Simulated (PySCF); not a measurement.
**Relaxation of singlet AuH₅**

Method: PySCF, PBE0, basis Au def2-TZVP with ECP60, H def2-TZVP (scalar-relativistic core potentials, no spin–orbit coupling, density fitting). A (50,194) grid was used.

A hand-made square pyramidal start, of C4v symmetry, held to at least that symmetry:

```xyz
6
charge 0 multiplicity 1, angstrom
Au    0.0000    0.0000   -0.0013
H     0.0000    0.0000    1.5587
H     1.5259    0.0000   -0.3256
H     0.0000    1.5259   -0.3256
H    -1.5259    0.0000   -0.3256
H     0.0000   -1.5259   -0.3256
```

Optimiser trace:
| step | E − E(last) (kJ/mol) | largest gradient (Eh/bohr) |
| --- | --- | --- |
| 0 | 126.81 | 0.05277 |
| 1 | 31.52 | 0.03597 |
| 2 | 2.97 | 0.00901 |
| 3 | 0.91 | 0.00503 |
| 4 | 0.04 | 0.00151 |
| 5 | 0.00 | 0.00035 |
| 6 | 0.00 | 0.00003 |

It ends at C4v with Au–H 1.490 Å, Au–H 1.627 Å (×4); H–Au–H 88.4° (×4), H–Au–H 90.0° (×4), H–Au–H 176.8° (×2). A frequency run shows 2 imaginary modes (one degenerate set), down to 675i cm⁻¹, so it is a higher-order saddle point.

Final geometry:
Z-matrix (Å, degrees; charge 0 multiplicity 1):
```
Au
H  1 1.4898
H  1 1.6271 2 88.40
H  1 1.6271 2 88.40 3 -90.00
H  1 1.6271 2 88.40 3 180.00
H  1 1.6271 2 88.40 3 90.00
```

Spin–orbit coupling, left out here, can matter for elements this heavy.

The relaxation took about 40 core-seconds on a shared host.
